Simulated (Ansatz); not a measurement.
Geometry optimisation, RKS B3LYP-D4/6-31G* in Ansatz.

The input (input.yaml):

```yaml
crystal:
  periodic: [false, false, false]
  atoms:
    - { symbol: Al, position_ang: [0.0, 0.0, 0.0] }
    - { symbol: H, position_ang: [0.0, 0.0, 1.91] }
    - { symbol: "N", position_ang: [1.6627, 0.0, -0.96] }
    - { symbol: H, position_ang: [2.1293, -0.9179, -1.2118] }
    - { symbol: H, position_ang: [2.1141, 0.9179, -1.2382] }
    - { symbol: "N", position_ang: [-1.6627, 0.0, -0.96] }
    - { symbol: H, position_ang: [-2.3316, -0.8164, -0.8614] }
    - { symbol: H, position_ang: [-1.9118, 0.8164, -1.5886] }
    - { symbol: Cl, position_ang: [0.1134, 2.3983, 0.7978] }
    - { symbol: H, position_ang: [0.0464, 0.9821, 1.9502] }
basis:
  gaussian: { orbitals: "6-31G*" }
hamiltonian:
  xc: b3lyp
  dispersion: d4
relax:
  f_tol: 0.15
  max_steps: 25
  restrain:
    - { distance: [0, 8], at: 3.43, k: 30.0 }
    - { distance: [9, 1], at: 1.86, k: 30.0 }
    - { distance: [0, 1], at: 1.56, k: 30.0 }
    - { distance: [9, 8], at: 1.37, k: 30.0 }
output:
  orbitals: {}
```

Run as:

```bash
$ ansatz run input.yaml --threads 1 --pin off --max-ram 2048MiB --backend cpu --events-out ev --progress --plain --runs-dir out
```

Q: Where does it end, and by what steps?

A: The run converged. The restraints hold the end off the free minimum; the threshold counts their pulls, which the force column leaves out. Restrained pairs: Al1–Cl9 (2.53 → 3.44 Å), H2–H10 (0.98 → 1.86 Å), Al1–H2 (1.91 → 1.57 Å), Cl9–H10 (1.83 → 1.34 Å). After 15 steps the energy has fallen by 1.560 eV (the restraints' own energy left out); H8 moved furthest, 1.27 Å.

```
step  energy less start (eV)  largest force component (eV/Å)  accepted
   0                  0.0000                           2.878       yes
   1                  0.2847                           2.312       yes
   2                 -0.0766                           2.315       yes
   3                 -0.6195                           2.369       yes
   4                 -0.9457                           1.379       yes
   5                 -1.1485                           1.242       yes
   6                 -1.2344                           1.173       yes
   7                 -1.3059                           1.021       yes
   8                 -1.3610                           0.983       yes
   9                 -1.3732                           1.119       yes
  10                 -1.4590                           0.917       yes
  11                 -1.5145                           0.850       yes
  12                 -1.5486                           0.826       yes
  13                 -1.5393                           1.103        no
  14                 -1.5563                           0.824       yes
  15                 -1.5600                           0.873       yes
```

```xyz
10
Properties=species:S:1:pos:R:3
Al -0.128 -0.104 -0.103
H -0.278 -0.085 1.461
N 1.475 0.025 -0.858
H 1.656 -0.100 -1.848
H 2.279 0.444 -0.404
N -1.600 -0.371 -1.066
H -2.507 -0.576 -0.666
H -1.662 -0.328 -2.075
Cl 0.677 2.835 1.486
H 0.247 1.641 1.912
```

The run took 26 s on 1 thread of AMD EPYC 9R45 96-Core Processor (Zen 5), on a shared host, peak memory 0.18 GiB.
